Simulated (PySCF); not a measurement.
ClTl, singlet, at a GFN2-xTB geometry (such geometries of metal compounds can be far from the true shape) (core potentials on Tl); PBE0/def2-SVP run with PySCF.

PySCF was given this input:
```python
from pyscf import gto, scf, dft

mol = gto.Mole()
mol.atom = '''
    Tl   -0.000000   -0.000000   -0.449804
    Cl    0.000000    0.000000    2.143186
'''
mol.basis = 'def2-svp'
mol.ecp = {'Tl': 'def2-svp'}
mol.charge = 0
mol.spin = 0
mol.verbose = 4
mol.build()

mf = dft.RKS(mol)
mf.xc = 'pbe0'
mf.kernel()
```

### Question
Write the output that PySCF gives for this input, abridged.

### Answer

```
PySCF version 2.14.0

[INPUT] verbose = 4
[INPUT] num. atoms = 2
[INPUT] num. electrons = 38
[INPUT] charge = 0
[INPUT] spin (= nelec alpha-beta = 2S) = 0
[INPUT] symmetry False subgroup None
[INPUT] Mole.unit = angstrom
[INPUT] Symbol           X                Y                Z      unit          X                Y                Z       unit  Magmom
[INPUT]  1 Tl     0.000000000000   0.000000000000  -0.449804000000 AA    0.000000000000   0.000000000000  -0.850006369734 Bohr   0.0
[INPUT]  2 Cl     0.000000000000   0.000000000000   2.143186000000 AA    0.000000000000   0.000000000000   4.050034574002 Bohr   0.0

nuclear repulsion = 72.8565340778175
number of shells = 18
number of NR pGTOs = 97
number of NR cGTOs = 44
basis = def2-svp
ecp = {'Tl': 'def2-svp'}

******** <class 'pyscf.dft.rks.RKS'> ********
method = RKS
initial guess = minao
damping factor = 0
level_shift factor = 0
DIIS = <class 'pyscf.scf.diis.CDIIS'>
diis_start_cycle = 1
diis_space = 8
diis_damp = 0
SCF conv_tol = 1e-09
SCF conv_tol_grad = None
SCF max_cycles = 50
direct_scf = True
direct_scf_tol = 1e-13
XC library pyscf.dft.libxc version 7.1.2
    S. Lehtola, C. Steigemann, M. J. T. Oliveira, and M. A. L. Marques,  SoftwareX 7, 1–5 (2018)
XC functionals = pbe0
    C. Adamo and V. Barone,  J. Chem. Phys. 110, 6158 (1999)
    M. Ernzerhof and G. E. Scuseria,  J. Chem. Phys. 110, 5029 (1999)
radial grids:
    Treutler-Ahlrichs [JCP 102, 346 (1995); DOI:10.1063/1.469408] (M4) radial grids

becke partition: Becke, JCP 88, 2547 (1988); DOI:10.1063/1.454033
pruning grids: <function nwchem_prune>
grids dens level: 3
symmetrized grids: False
atomic radii adjust function: <function treutler_atomic_radii_adjust>
small_rho_cutoff = 0
Set gradient conv threshold to 3.16228e-05
Initial guess from minao.
tot grids = 41808
init E= -610.60716639978
  HOMO = -0.638548961998378  LUMO = -0.519243638705159  gap/eV = 3.24646
cycle= 1 E= -632.066328325346  delta_E= -21.5  |g|= 1.26  |ddm|= 12.1
  HOMO = -0.181146769147503  LUMO = 0.0222438052475331  gap/eV = 5.53454
cycle= 2 E= -632.191017564911  delta_E= -0.125  |g|= 1.13  |ddm|= 4.41
  HOMO = -0.251572340647685  LUMO = -0.0610002211267057  gap/eV = 5.18573
cycle= 3 E= -632.489147819419  delta_E= -0.298  |g|= 0.101  |ddm|= 1.71
  HOMO = -0.275666330749454  LUMO = -0.063056965245699  gap/eV = 5.78540
cycle= 4 E= -632.490579430843  delta_E= -0.00143  |g|= 0.0647  |ddm|= 0.204
  HOMO = -0.265293956085247  LUMO = -0.0645553617738269  gap/eV = 5.46238
cycle= 5 E= -632.491980820257  delta_E= -0.0014  |g|= 0.00781  |ddm|= 0.0996
  HOMO = -0.266664740207962  LUMO = -0.0643966051783908  gap/eV = 5.50400
cycle= 6 E= -632.492006638612  delta_E= -2.58e-05  |g|= 0.000772  |ddm|= 0.0133
  HOMO = -0.266757188780787  LUMO = -0.0643941951352217  gap/eV = 5.50658
cycle= 7 E= -632.492006833088  delta_E= -1.94e-07  |g|= 0.000226  |ddm|= 0.00129
  HOMO = -0.266758237122228  LUMO = -0.0644130936657435  gap/eV = 5.50609
cycle= 8 E= -632.492006849911  delta_E= -1.68e-08  |g|= 2.61e-05  |ddm|= 0.000262
  HOMO = -0.266755638166304  LUMO = -0.0644135472754797  gap/eV = 5.50601
cycle= 9 E= -632.492006850201  delta_E= -2.91e-10  |g|= 2.78e-06  |ddm|= 5.34e-05
  HOMO = -0.266754492326102  LUMO = -0.0644132244865682  gap/eV = 5.50599
Extra cycle  E= -632.492006850206  delta_E= -4.66e-12  |g|= 2.02e-06  |ddm|= 1.01e-05
converged SCF energy = -632.492006850206
```
